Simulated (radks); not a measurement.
The numbers below are computed, except where a source is named.
Neutral rhodium, 45 electrons, occupied as [Kr] 4d8 5s1. Level of theory: scalar-relativistic Kohn-Sham, LDA (Slater exchange, Perdew-Wang correlation), spin-polarised, spherical densities, finite nucleus; open shells are filled with parallel spins first (spin-orbit coupling, left out, can overturn this in heavy ions); Fermi nuclear charge, rms radius 4.4945 fm (a radial shooting solver on a logarithmic mesh with Libxc functionals). Some entries of the table are withheld. Estimate them.

orbital  occ.  eigenvalue (eV)  <r^2> (bohr^2)  r(max) (bohr)
1s up       1        -23007.94        0.001441        0.02120
1s down     1        -23007.92        0.001441        0.02120
2s up       1        -3336.485         0.02379         0.1199
2s down     1        -3336.195         0.02379         0.1199
2p up       3        -2992.314         0.01871        0.09578
2p down     3        -2992.083         0.01871        0.09577
3s up       1        -595.6577          0.1754         0.3519
3s down     1        -595.4413          0.1753         0.3519
3p up       3        -482.5145          0.1778         0.3449
3p down     3        -482.2805          0.1777         0.3449
3d up       5        -300.9957          0.1643         0.2909
3d down     5        -300.6920          0.1642         0.2910
4s up       1         -83.0121             (1)            (2)
4s down     1         -81.7821             (3)            (4)
4p up       3         -51.0232           1.345         0.9431
4p down     3         -49.7342           1.341         0.9419
4d up       5          -6.6705             (5)          1.149
4d down     3          -5.3147             (6)          1.147
5s up       1          -4.9793           11.79          2.612
5s down     0          -3.9407           13.02          2.660

Answer. 
(1) 4s up <r^2> (bohr^2): 1.089
(2) 4s up r(max) (bohr): 0.8803
(3) 4s down <r^2> (bohr^2): 1.087
(4) 4s down r(max) (bohr): 0.8793
(5) 4d up <r^2> (bohr^2): 3.159
(6) 4d down <r^2> (bohr^2): 3.242
